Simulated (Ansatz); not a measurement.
# Ligand exchange: C2H5BrMg + CuF → C2H5FMg + CuBr

Species: C2H5BrMg `C[CH2][Mg][Br]`, singlet; CuF (fluorocopper), singlet; C2H5FMg `C[CH2][Mg][F]`, singlet; CuBr (copper(i) bromide), singlet. The partners trade Br for F: Mg–Br and Cu–F bonds give way to Mg–F and Cu–Br.

Shapes, held fixed at every level: PBE0-D4/def2-TZVP. Programs: Ansatz 0.2.0. The zero-point and thermal change to 298 K, harmonic and unscaled (PBE0-D4/def2-TZVP), is +0.4 kJ/mol.

```
                level                    kind  ΔH(298 K) (kJ/mol)  CPU time (sum over the molecules)
          HF/def2-SVP            Hartree–Fock              -116.0                                  –
     SPW92/def2-TZVPP                     LDA               -92.8                              8.8 s
    PBE-D4/def2-TZVPP                     GGA               -87.8                               17 s
 r2SCAN-D4/def2-TZVPP                meta-GGA               -86.7                               29 s
  B3LYP-D4/def2-TZVPP           global hybrid               -93.4                               28 s
   PBE0-D4/def2-TZVPP           global hybrid               -93.8                               18 s
r2SCAN0-D4/def2-TZVPP           global hybrid               -94.2                               28 s
   wB97X-V/def2-TZVPP  range-separated hybrid               -88.1                               46 s
```

wB97X-V/def2-TZVPP gives ΔH(298 K) = -88.1 kJ/mol; the levels span -116.0 to -86.7. The median of the levels is -93.1. No measured value is set beside it here. Relativity is left out for Br unless named. Times are processor times on shared x86 and Arm servers, and rough.
